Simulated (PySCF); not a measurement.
F₂HOS, SMILES FS(F)=[OH+], charge +1. Atoms are numbered in the order given.

```xyz
5

O      1.4165     0.1661     0.0000
S      0.0097    -0.4638     0.0000
F     -0.7235     0.2745    -1.1688
F     -0.7235     0.2745     1.1688
H      1.5349     1.1501     0.0000
```
Charge +1, spin multiplicity 1.

Coordinates come from a B3LYP-D3(BJ)/def2-SVP optimisation. The isomer is the one that the SMILES or the coordinates give; other isomers of the formula were not compared.

The numbers are results of PBE/pcJ-1 (PySCF), not measurements.

Isotropic couplings with Fermi-contact, spin-dipole and both spin-orbit terms, one fixed conformer, no vibrational averaging. Isotopes: 19F, 1H.

Question: Estimate the spin–spin coupling constants. (An estimate is asked for; the answer gives what the named calculation found.)

Answer: 
```csv
pair,bonds apart,J (Hz)
F3–F4,2,97.9
F3–H5,3,9.3
F4–H5,3,9.3
```
